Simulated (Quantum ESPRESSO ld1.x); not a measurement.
The numbers below are computed, except where a source is named.
Problem. The aim is neutral hafnium in [Xe] 4f14 5d2 6s2. This ld1.x (Quantum ESPRESSO 7.5) run was made with `OMP_NUM_THREADS=1 ld1.x < ld1.in > ld1.out`. Can the result be used? Name any fault.

```
 &input
    zed=72.0,
    iswitch=1,
    rel=1,
    lsd=2,
    dft='SLA-VWN',
    config='[Xe] 4f14 5d2 6s2',
    prefix='ld1',
    max_out_wfc=37,
    file_charge='ld1.rho',
 /
```

Output (excerpt):

```
     Program LD1 v.7.5 starts

 %%%%%%%%%%%%%%%%%%%%%%%%%%%%%%%%%%%%%%%%%%%%%%%%%%%%%%%%%%%%%%%%%%%%%%%%%%%%%%
     Error in routine ld1_readin (1):
     lsd not correct
 %%%%%%%%%%%%%%%%%%%%%%%%%%%%%%%%%%%%%%%%%%%%%%%%%%%%%%%%%%%%%%%%%%%%%%%%%%%%%%

     stopping ...
```

Solution. No (refused). The line at issue: lsd=2. The program stops in ld1_readin with "lsd not correct": lsd takes 0 or 1. The sound input gives -15069.248 hartree.
